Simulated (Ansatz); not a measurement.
The cluster Cs₃Ge₃Br₉. Charge 0, multiplicity 1. Geometry PBE-D4/def2-SVP.

Cartesian coordinates in Å:
```
Cs -0.985 2.316 1.113
Cs -1.620 -4.608 2.406
Cs 3.971 1.486 -0.765
Ge 1.334 -1.726 0.433
Ge -2.127 -1.410 -0.513
Ge 0.569 3.685 -2.612
Br 1.740 -3.619 2.049
Br -3.606 -3.450 -0.281
Br 3.499 -1.990 -0.827
Br -3.780 0.403 -0.629
Br 0.558 1.198 -2.047
Br 2.065 0.216 1.939
Br 1.801 4.370 -0.469
Br -1.697 4.255 -1.849
Br -1.723 -1.125 2.054
```

In the def2 sets Cs takes a core potential; there is no spin–orbit coupling. Single mean-field runs in def2-SVP, def2-TZVP are fitted with def2-universal-jkfit. Another isomer (singlet) lies 0.04 eV lower at PBE-D4/def2-SVP; other spin states weren't run for this one.

Task: Estimate the orbital energies around the gap (eV) in Ansatz with PBE-D4/def2-SVP, PBE-D4/def2-TZVP, r2SCAN-D4/def2-TZVP, PBE0-D4/def2-SVP, PBE0-D4/def2-TZVP.

Result: 
```tsv
orbital	PBE-D4/def2-SVP	PBE-D4/def2-TZVP	r2SCAN-D4/def2-TZVP	PBE0-D4/def2-SVP	PBE0-D4/def2-TZVP
HOMO−9	-6.34	-6.47	-6.79	-7.62	-7.71
HOMO−8	-6.33	-6.45	-6.78	-7.59	-7.67
HOMO−7	-6.27	-6.39	-6.72	-7.55	-7.63
HOMO−6	-6.21	-6.34	-6.66	-7.48	-7.57
HOMO−5	-6.15	-6.29	-6.61	-7.43	-7.52
HOMO−4	-6.13	-6.25	-6.58	-7.39	-7.48
HOMO−3	-6.01	-6.14	-6.46	-7.27	-7.35
HOMO−2	-5.82	-5.91	-6.16	-6.88	-6.93
HOMO−1	-5.63	-5.72	-5.96	-6.65	-6.69
HOMO	-5.30	-5.39	-5.59	-6.23	-6.28
LUMO	-2.00	-2.11	-1.94	-1.36	-1.43
LUMO+1	-1.76	-1.87	-1.74	-1.15	-1.22
LUMO+2	-1.61	-1.73	-1.57	-0.94	-1.03
LUMO+3	-1.56	-1.67	-1.50	-0.93	-0.97
LUMO+4	-1.50	-1.59	-1.39	-0.91	-0.94
LUMO+5	-1.41	-1.41	-1.10	-0.85	-0.89
```
